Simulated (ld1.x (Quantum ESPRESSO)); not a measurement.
# Ba: excitation energies, all-electron against TM

ld1.x (Quantum ESPRESSO) 7.5 input, shortened:

```
&input
   title='Ba', zed=56., rel=1, dft='PZ', iswitch=3,
   config='[Xe] 5d0 6s1 6p1'
 /
 &inputp
   pseudotype=2, tm=.true., lloc=0,
   nlcc=.false.
 /
3
5P  2  1   6.00   0.00  2.90  2.90  0.0
5D  3  2   0.00   0.00  2.95  2.95  0.0
6S  1  0   1.00   0.00  4.10  4.10  0.0
 &test
   configts(1)='5p6 5d0 6s1 6p1'
 /
```

Occupied shells without a wave of their own: 6p. They enter only through the test configuration that unscreens the potential.

Energies are relative to the spin-unpolarised reference configuration 5p6 5d0 6s1 6p1; without spin polarisation the order of configurations can differ from experiment. Spin-polarised rows fill each open shell by Hund’s rule, majority spin first.

Q: Give the all-electron excitation energy and the error of the potential for: 5p6 5d0 6s2 6p0; 5p6 5d0 6s1 6p0; 5p6 5d0 6s0 6p0; 5p6 5d0 6s0 6p2; 5p6 5d1 6s1 6p0; 5p5 5d0 6s2 6p0; 5p6 5d1 6s0 6p0; 5p6 5d0 6s1 6p1 (spin-polarised); 5p6 5d0 6s1 6p0 (spin-polarised).

A:

```json
{"valence configuration": "5p6 5d0 6s2 6p0", "charge": "0", "ΔE all-electron (eV)": "-2.123", "error AE − PS (meV)": "+240"}
{"valence configuration": "5p6 5d0 6s1 6p0", "charge": "+1", "ΔE all-electron (eV)": "3.420", "error AE − PS (meV)": "+460"}
{"valence configuration": "5p6 5d0 6s0 6p0", "charge": "+2", "ΔE all-electron (eV)": "13.590", "error AE − PS (meV)": "+731"}
{"valence configuration": "5p6 5d0 6s0 6p2", "charge": "0", "ΔE all-electron (eV)": "2.244", "error AE − PS (meV)": "-341"}
{"valence configuration": "5p6 5d1 6s1 6p0", "charge": "0", "ΔE all-electron (eV)": "-0.773", "error AE − PS (meV)": "+161"}
{"valence configuration": "5p5 5d0 6s2 6p0", "charge": "+1", "ΔE all-electron (eV)": "21.265", "error AE − PS (meV)": "+427"}
{"valence configuration": "5p6 5d1 6s0 6p0", "charge": "+1", "ΔE all-electron (eV)": "4.148", "error AE − PS (meV)": "+342"}
{"valence configuration": "5p6 5d0 6s1 6p1 (spin-polarised)", "charge": "0", "ΔE all-electron (eV)": "-0.354", "error AE − PS (meV)": "-17"}
{"valence configuration": "5p6 5d0 6s1 6p0 (spin-polarised)", "charge": "+1", "ΔE all-electron (eV)": "3.273", "error AE − PS (meV)": "+463"}
```

Levels in the configuration 5p6 5d0 6s0 6p2:

| level | all-electron (eV) | pseudo (eV) |
| --- | --- | --- |
| 5p | -20.960 | -21.303 |
| 6p | -2.179 | -1.955 |

The 6p level has no wave, so the channel is fitted at the deeper level alone: the likely source of the large errors.

The potential misses its own reference levels by up to 0.3 eV.
